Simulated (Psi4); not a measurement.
H$_{2}$Cl$_{3}$NSi, singlet, at a GFN2-xTB geometry; Psi4 with CCSD(T)/def2-SVP.

Psi4 was given this input:
```
memory 2 GB

molecule {
0 1
  N     1.87252591   -0.49085442   -0.18091487
  Si    0.22326750   -0.06064048   -0.01160200
  Cl   -0.81432814   -1.27879375   -1.22797358
  Cl    0.07479977    1.86716518   -0.56076920
  Cl   -0.49600182   -0.25747016    1.87498709
  H     2.16379352   -1.45390976   -0.18487486
  H     2.60679347    0.11353587    0.14755370
}

set basis def2-svp
set freeze_core true

energy('ccsd(t)')
print_variables()
```

**Question.** Predict the main parts of the log of this Psi4 run.

**Answer.** 
```
   => Loading Basis Set <=

    Name: DEF2-SVP
    Role: ORBITAL
    Keyword: BASIS

         ---------------------------------------------------------
                                   SCF
               by Justin Turney, Rob Parrish, Andy Simmonett
                          and Daniel G. A. Smith
                              RHF Reference
         ---------------------------------------------------------

  ==> Geometry <==

    Molecular point group: c1
    Full point group: C1

    Geometry (in Angstrom), charge = 0, multiplicity = 1:

       Center              X                  Y                   Z               Mass
    ------------   -----------------  -----------------  -----------------  -----------------
         N            1.912348683128    -0.501938005639    -0.181722774450    14.003074004430
         SI           0.263090273128    -0.071724065639    -0.012409904450    27.976926534650
         CL          -0.774505366872    -1.289877335639    -1.228781484450    34.968852682000
         CL           0.114622543128     1.856081594361    -0.561577104450    34.968852682000
         CL          -0.456179046872    -0.268553745639     1.874179185550    34.968852682000
         H            2.203616293128    -1.464993345639    -0.185682764450     1.007825032230
         H            2.646616243128     0.102452284361     0.146745795550     1.007825032230

  Running in c1 symmetry.

  Rotational constants: A =      0.06198  B =      0.05999  C =      0.04401 [cm^-1]
  Rotational constants: A =   1858.22998  B =   1798.55776  C =   1319.31359 [MHz]
  Nuclear repulsion =  448.020716344117773

  Charge       = 0
  Multiplicity = 1
  Electrons    = 74
  Nalpha       = 37
  Nbeta        = 37

  ==> Algorithm <==

  SCF Algorithm Type is PK.
  DIIS enabled.
  MOM disabled.
  Fractional occupation disabled.
  Guess Type is SAD.
  Energy threshold   = 1.00e-08
  Density threshold  = 1.00e-08
  Integral threshold = 1.00e-12

  ==> Primary Basis <==

  Basis Set: DEF2-SVP
    Blend: DEF2-SVP
    Number of shells: 44
    Number of basis functions: 96
    Number of Cartesian functions: 101
    Spherical Harmonics?: true
    Max angular momentum: 2

  ==> Integral Setup <==

  Using in-core PK algorithm.
   Calculation information:
      Number of atoms:                   7
      Number of AO shells:              44
      Number of primitives:             94
      Number of atomic orbitals:       101
      Number of basis functions:        96

      Integral cutoff                 1.00e-12
      Number of threads:                 1

  Performing in-core PK
  Using 21682992 doubles for integral storage.
  We computed 395564 shell quartets total.
  Whereas there are 490545 unique shell quartets.

  ==> DiskJK: Disk-Based J/K Matrices <==

    J tasked:                  Yes
    K tasked:                  Yes
    wK tasked:                  No
    Schwarz Cutoff:          1E-12

  Minimum eigenvalue in the overlap matrix is 1.2392897835E-02.
  Reciprocal condition number of the overlap matrix is 2.6860259961E-03.
    Using symmetric orthogonalization.

  ==> Pre-Iterations <==

  SCF Guess: Superposition of Atomic Densities via on-the-fly atomic UHF (no occupation information).

   -------------------------
    Irrep   Nso     Nmo
   -------------------------
     A         96      96
   -------------------------
    Total      96      96
   -------------------------

  ==> Iterations <==

                        Total Energy        Delta E     RMS |[F,P]|

   @RHF iter SAD: -1722.46938781658423   -1.72247e+03   0.00000e+00
   @RHF iter   1: -1722.57490346001237   -1.05516e-01   4.53510e-03 DIIS/ADIIS
   @RHF iter   2: -1722.64781745590653   -7.29140e-02   2.33839e-03 DIIS/ADIIS
   @RHF iter   3: -1722.67017282427150   -2.23554e-02   3.02517e-04 DIIS/ADIIS
   @RHF iter   4: -1722.67093046693640   -7.57643e-04   7.14867e-05 DIIS
   @RHF iter   5: -1722.67097015937020   -3.96924e-05   1.78130e-05 DIIS
   @RHF iter   6: -1722.67097316691002   -3.00754e-06   6.34524e-06 DIIS
   @RHF iter   7: -1722.67097353239205   -3.65482e-07   1.53605e-06 DIIS
   @RHF iter   8: -1722.67097355953229   -2.71402e-08   3.08883e-07 DIIS
   @RHF iter   9: -1722.67097356081422   -1.28193e-09   7.12458e-08 DIIS
   @RHF iter  10: -1722.67097356089312   -7.88987e-11   1.79018e-08 DIIS
   @RHF iter  11: -1722.67097356089698   -3.86535e-12   5.43053e-09 DIIS
  Energy and wave function converged.

  ==> Post-Iterations <==

    Orbital Energies [Eh]
    ---------------------

    Doubly Occupied:

[...]
      37A     -0.429162

    Virtual:

[...]
    Final Occupation by Irrep:
              A
    DOCC [    37 ]
    NA   [    37 ]
    NB   [    37 ]

  @RHF Final Energy: -1722.67097356089698

   => Energetics <=

    Nuclear Repulsion Energy =            448.0207163441177727
    One-Electron Energy =               -3274.9240599245395060
    Two-Electron Energy =                1104.2323700195247511
    Total Energy =                      -1722.6709735608969822

Computation Completed

Properties will be evaluated at   0.000000,   0.000000,   0.000000 [a0]

Properties computed using the SCF density matrix

 Multipole Moments:

 ------------------------------------------------------------------------------------
     Multipole            Electronic (a.u.)      Nuclear  (a.u.)        Total (a.u.)
 ------------------------------------------------------------------------------------

 L = 1.  Multiply by 2.5417464519 to convert [e a0] to [Debye]
 Dipole X            :         -4.7312079            5.5688062            0.8375983
 Dipole Y            :          1.2775457           -1.5499256           -0.2723799
 Dipole Z            :          0.2810873           -0.1129771            0.1681102
 Magnitude           :                                                    0.8966731

 ------------------------------------------------------------------------------------

 MINTS: Wrapper to libmints.
   by Justin Turney

[...]
	Total:                                     0.891 (MW) /      7.129 (MB)

	Nuclear Rep. energy          =    448.02071634411777
	SCF energy                   =  -1722.67097356089698
	One-electron energy          =   -263.50653500685900
	Two-electron energy          =    120.75605836031998
	Reference energy             =  -1722.67097356089857

            **************************
            *                        *
            *        CCENERGY        *
            *                        *
            **************************

    Nuclear Rep. energy (wfn)     =  448.020716344117773
    SCF energy          (wfn)     = -1722.670973560896982
    Reference energy    (file100) = -1722.670973560898574

    Input parameters:
    -----------------
    Wave function   =     CCSD_T
    Reference wfn   =     RHF
    Brueckner       =     No
    Maxiter         =     50
    R_Convergence   =     1.0e-07
    E_Convergence   =     1.0e-06
    Restart         =     Yes
    DIIS            =     Yes
    AO Basis        =     NONE
    ABCD            =     NEW
    Cache Level     =     2
    Cache Type      =     LOW
    Print Level     =     1
    Num. of threads =     1
    # Amps to Print =     10
    Print MP2 Amps? =     No
    Analyze T2 Amps =     No
    Print Pair Ener =     No
    Local CC        =     No
    SCS-MP2         =     False
    SCSN-MP2        =     False
    SCS-CCSD        =     False

MP2 correlation energy -0.6551459818900455
                Solving CC Amplitude Equations
                ------------------------------
  Iter             Energy              RMS        T1Diag      D1Diag    New D1Diag    D2Diag
  ----     ---------------------    ---------   ----------  ----------  ----------   --------
     0        -0.655145981890045    0.000e+00    0.000000    0.000000    0.000000    0.117137
     1        -0.686963770576082    6.393e-02    0.006669    0.018585    0.018585    0.123260
     2        -0.699616478820548    1.921e-02    0.007328    0.020187    0.020187    0.127675
     3        -0.701565268931592    6.890e-03    0.008249    0.023640    0.023640    0.128677
     4        -0.701556127377956    1.542e-03    0.008428    0.024499    0.024499    0.128926
     5        -0.701570441318044    4.956e-04    0.008486    0.024868    0.024868    0.128975
     6        -0.701567285414844    1.527e-04    0.008501    0.024988    0.024988    0.128977
     7        -0.701565884702614    4.966e-05    0.008503    0.025018    0.025018    0.128976
     8        -0.701566393970867    1.505e-05    0.008504    0.025029    0.025029    0.128976
     9        -0.701566249393931    4.334e-06    0.008504    0.025030    0.025030    0.128976
    10        -0.701566125198793    1.533e-06    0.008504    0.025030    0.025030    0.128976
    11        -0.701566161111746    5.948e-07    0.008504    0.025030    0.025030    0.128976
    12        -0.701566169267990    2.286e-07    0.008504    0.025030    0.025030    0.128976
    13        -0.701566178113279    7.935e-08    0.008504    0.025030    0.025030    0.128976

    Iterations converged.

    Largest TIA Amplitudes:
              7   3        -0.0146297545
             12   3        -0.0118481627
             15   3        -0.0118366808
              8   2        -0.0115286345
              6   1        -0.0112263787
             11   1         0.0106132729
             13   2        -0.0088506270
              4   1        -0.0078913296
              4   6         0.0066194906
             11   0         0.0063404964

    Largest TIjAb Amplitudes:
      5   5   4   4        -0.0225541706
      5   5  18  18        -0.0216583901
      6   6   1   1        -0.0213317638
     15  15   3   3        -0.0211183952
      8   8   8   8        -0.0178577393
      7   7   3   3        -0.0173588657
     13  13   1   1        -0.0173223866
     12  12   1   1        -0.0165507472
      5   5  14  14        -0.0160925170
      8   8   2   2        -0.0160771995

    SCF energy       (wfn)                    = -1722.670973560896982
    Reference energy (file100)                = -1722.670973560898574

    Opposite-spin MP2 correlation energy      =   -0.480219219004451
    Same-spin MP2 correlation energy          =   -0.174926762885594
    Singles MP2 correlation energy            =   -0.000000000000000
    MP2 correlation energy                    =   -0.655145981890045
      * MP2 total energy                      = -1723.326119542788547

    Opposite-spin CCSD correlation energy     =   -0.537026603334391
    Same-spin CCSD correlation energy         =   -0.164539574778888
    Singles CCSD correlation energy           =    0.000000000000000
    CCSD correlation energy                   =   -0.701566178113279
      * CCSD total energy                     = -1723.372539739011927

            **************************
            *                        *
            *        CCTRIPLES       *
            *                        *
            **************************

    Wave function   =    CCSD_T
    Reference wfn   =      RHF

    Nuclear Rep. energy (wfn)                =  448.020716344117773
    SCF energy          (wfn)                = -1722.670973560896982
    Reference energy    (file100)            = -1722.670973560898574
    CCSD energy         (file100)            =   -0.701566178113279
    Total CCSD energy   (file100)            = -1723.372539739011927

    Number of ijk index combinations:              816
    Approx. words needed per explicit thread:          821516
    Number of threads for explicit ijk threading:    1

    MKL num_threads set to 1 for explicit threading.

    (T) energy                                =   -0.016000745891281
      * CCSD(T) total energy                  = -1723.388540484903160

  Variable Map:
  ----------------------------------------------------------------------------
[...]
  Array Variable Map:
  ----------------------------------------------------------------------------
[...]
[...]
```
